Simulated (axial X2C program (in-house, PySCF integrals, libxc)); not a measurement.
# Which molecule has these constants?

All values come from calculations with an axial X2C code built on PySCF integrals, spin-free (one-electron X2C) or two-component (2c: spin–orbit coupling with atomic mean-field Coulomb and Gaunt terms, which also bring small scalar terms), in Dyall basis sets with cores contracted in-house; open shells are unrestricted.

A two-component PBE0 calculation in a Dyall 3-zeta basis gave Re = 2.887 Å, ωe = 283.6 cm⁻¹, dipole magnitude 2.26 D, Ω = 1.

Question: Which molecule is it?
A. LiNb
B. NbC
C. NbF
D. NbN
E. NbO

Answer: A. The others have NbF 1.871 Å and 658.6 cm⁻¹ (Ω = 1); NbN 1.636 Å and 1120.8 cm⁻¹ (Ω = 1); NbC 1.679 Å and 1023.8 cm⁻¹ (Ω = 3/2); NbO 1.668 Å and 1033.3 cm⁻¹ (Ω = 3/2).

Each entry is the lowest single determinant of a limited PBE0 search at one distance. De goes to single-determinant-based atoms at the same level (for ions the charge split of lowest energy) and is withheld (n/a) where an atom does not fit its ground term or J level. Main or longest-lived isotopes. One determinant is a doubtful description, or other states lie close, for LiNb, NbF, NbN, NbC, NbO; these need not be ground states, and all values refer to the states named. Some open-shell Ω = 0 determinants are out of reach, so the Ω given for LiNb, NbF need not be the lowest component. With several unpaired electrons the Ω given is that of one determinant, not necessarily of the lowest component. The functionals have no current term, which raises determinants with orbital currents. Where the atoms have a lower orbital projection than the molecule, De at mean-field level may be about a tenth of an eV too small.
